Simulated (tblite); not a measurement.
Write Cartesian coordinates for `O[SiH2]CC(F)(F)F` as optimised with GFN2-xTB.

```
atom  x, y, z in Å
O1     1.7122    0.9355    1.1315
Si2    1.2783    0.4146   -0.3327
C3    -0.1728   -0.8378   -0.2015
C4    -1.3926   -0.1878    0.3617
F5    -1.1719    0.3592    1.5793
F6    -2.4286   -1.0309    0.5285
F7    -1.8533    0.8160   -0.4049
H8     1.1010    1.2622    1.7892
H9     0.8359    1.5000   -1.2033
H10    2.4487   -0.3176   -0.7854
H11   -0.4388   -1.2428   -1.1747
H12    0.0830   -1.6714    0.4511
```

Orientation and origin are arbitrary. Atoms count from 1 in this order. Si2 (oxygen-bound silicon) is distorted tetrahedral (angles from 103.2° to 115.7°). Of the pairs four or more bonds apart, F5···H8 is among the closest relative to their van der Waals radii: 2.45 Å, 92 % of the sum of Bondi's values.

Bonds between heavy atoms (Å): O1–Si2 1.614, Si2–C3 1.921, C3–C4 1.492, C4–F5 1.353, C4–F6 1.346, C4–F7 1.345.

Computed geometry: GFN2-xTB, gas phase.

Point group: C1 (no symmetry element, even within 0.4 Å). Its GFN2-xTB frequencies are all real (lowest 38 cm⁻¹). The numbers are those of one conformer (H–O1–Si2–C3 -49°, O1–Si2–C3–C4 64°). 2 starts were optimised and ended at 0.00 and 1.03 kcal/mol (GFN2-xTB); the lowest of these is shown.

The run took 1.0 s wall on Arm Neoverse N1, one thread, shared host with 64 logical CPUs at a one-minute load of 62. These figures are those of the optimisation.
